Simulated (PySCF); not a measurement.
CH6Cl2Ge2.
Numbering: `[Cl:1][GeH2:2][CH2:3][GeH2:4][Cl:5]` (hydrogens: H6, H7 on Ge2; H8, H9 on C3; H10, H11 on Ge4)

A GFN2-xTB structure was refined with PBE0-D3(BJ)/def2-SVP geometry optimisation, gas phase (PySCF 2.14.0). Its GFN2-xTB values:

```tsv
coordinate	GFN2-xTB
Cl1–Ge2	2.066 Å
Ge2–C3	1.985 Å
Ge2–H6	1.512 Å
C3–H8	1.083 Å
Cl1–Ge2–C3	109.4°
Ge2–C3–Ge4	113.3°
Cl1–Ge2–C3–Ge4	-66°
Ge2–C3–Ge4–Cl5	-66°
```

**Question.** How do these coordinates change at the PBE0-D3(BJ)/def2-SVP level?

**Answer.** 
| coordinate | PBE0-D3(BJ)/def2-SVP (Å or °) | change |
| --- | --- | --- |
| Cl1–Ge2 | 2.171 | +0.105 |
| Ge2–C3 | 1.947 | -0.038 |
| Ge2–H6 | 1.532 | +0.020 |
| C3–H8 | 1.102 | +0.019 |
| Cl1–Ge2–C3 | 105.3 | -4.1 |
| Ge2–C3–Ge4 | 114.7 | +1.4 |
| Ge2–C3–Ge4–Cl5 | -55 | +11 |
| Cl1–Ge2–C3–Ge4 | -60 | +6 |

The energy falls by 0.254 eV over 10 energy and gradient evaluations, the largest force component goes from 0.0390 to 4.3e-04 Eh/bohr, and the atoms move by 0.160 Å rms after alignment. The bond that changes most is Cl1–Ge2 (ends: chlorine bonded to Ge; germanium bonded to C, Cl and 2 H), which lengthens by 0.105 Å. Bonds longer at the end by more than 0.005 Å: 7 of 10; shorter: 2. Among the dihedrals that turn most is H9–C3–Ge4–H11, from -64° to -49°. Rotational constants go from 2307, 612.5, 581.5 to 1977, 652.0, 626.3 MHz.

The run used 144 basis functions and 62 SCF cycles in all.

No PBE0-D3(BJ)/def2-SVP frequencies stand behind this structure, so it isn't proved a minimum. One conformer, not necessarily the lowest.
